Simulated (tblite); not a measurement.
Species: C₆H₉N₂ (doublet state).
Numbering: `[NH2:1][C:2]1=[CH:3][C@@H:4]([NH2:5])[CH:6][CH:7]=[CH:8]1` (hydrogens: H9, H10 on N1; H11 on C3; H12 on C4; H13, H14 on N5; H15 on C6; H16 on C7; H17 on C8)
Bond orders are those of one Lewis drawing.

Computed with GFN2-xTB (tblite), gas phase: L-BFGS steps from a force-field or distance-geometry start until the largest atomic force falls under 0.01 eV/Å.

Geometry at step 0:
```
atom  x, y, z in Å
N1      2.3451   -0.9841    0.4093
C2      1.1234   -0.2747    0.1485
C3      0.0644   -0.8440   -0.3407
C4     -1.2226   -0.1667   -0.6367
N5     -2.2474   -0.8401    0.2107
C6     -1.3060    1.2658   -0.3193
C7     -0.0508    1.7893    0.2331
C8      1.0657    1.1390    0.4712
H9      3.2277   -0.4089    0.3998
H10     2.3638   -2.0122    0.6032
H11     0.1191   -1.9065   -0.5730
H12    -1.5175   -0.3326   -1.7016
H13    -1.8927   -0.9811    1.1875
H14    -2.4969   -1.7701   -0.2053
H15    -1.4594    1.8204   -1.2911
H16    -0.0392    2.8535    0.5050
H17     1.9161    1.6651    0.8896
```

Problem. What forces act on the atoms?

Solution. 
```
atom  Fx (eV/Å)  Fy (eV/Å)  Fz (eV/Å)
  N1     -0.095      0.707     -0.024
  C2      4.123      0.724      1.709
  C3     -1.575     -1.880     -1.419
  C4     -1.196     -1.234      0.318
  N5     -0.386     -1.389      0.108
  C6      3.570      1.702     -1.957
  C7     -3.305      1.982     -0.160
  C8      1.800     -1.695      0.517
  H9     -1.558     -1.286      0.223
 H10      0.008      1.812     -0.541
 H11     -0.288      0.050      0.038
 H12      0.012     -0.102      0.572
 H13     -0.320      0.132     -1.259
 H14      0.376      0.946      0.731
 H15     -0.962      0.062      1.558
 H16     -0.257     -0.235     -0.322
 H17      0.050     -0.296     -0.092
```

The largest, 4.52 eV/Å, acts on C2 (C6 within 3 % of it); the rms over all components is 1.328 eV/Å. The forces sum to zero within rounding, as they must for an isolated molecule in no field.

Problem. Give the force on C2 in Eh/bohr and in nN.

Solution. 4.522 eV/Å ÷ 51.422 = 0.08793 Eh/bohr, and 4.522 eV/Å × 1.602 = 7.24 nN.

Problem. How far is this geometry from the end of the optimisation?

Solution. 1.807 eV above it, and 0.291 Å rms away after alignment. The bonds farthest from their final lengths, with half the difference of the two atoms' forces along the bond (positive lengthens):

```json
{"bond": "C6–C7", "now (Å)": "1.468", "final (Å)": "1.356", "force along bond (eV/Å)": "-2.55"}
{"bond": "C7=C8", "now (Å)": "1.314", "final (Å)": "1.400", "force along bond (eV/Å)": "+3.14"}
{"bond": "C2=C3", "now (Å)": "1.298", "final (Å)": "1.368", "force along bond (eV/Å)": "+3.48"}
{"bond": "C6–H15", "now (Å)": "1.129", "final (Å)": "1.078", "force along bond (eV/Å)": "-1.61"}
{"bond": "N1–C2", "now (Å)": "1.437", "final (Å)": "1.389", "force along bond (eV/Å)": "-1.95"}
{"bond": "N1–H9", "now (Å)": "1.054", "final (Å)": "1.008", "force along bond (eV/Å)": "-1.16"}
```

The angle farthest from its final value is C7–C6–H15, 105.4° against 121.7°.

Of the 6 listed bonds off by 0.010 Å or more, this force points towards the final length in 6.

What follows is the cost of the whole relaxation. The run took 0.3 s of wall time on Arm Neoverse V2, one thread, no GPU (shared host).
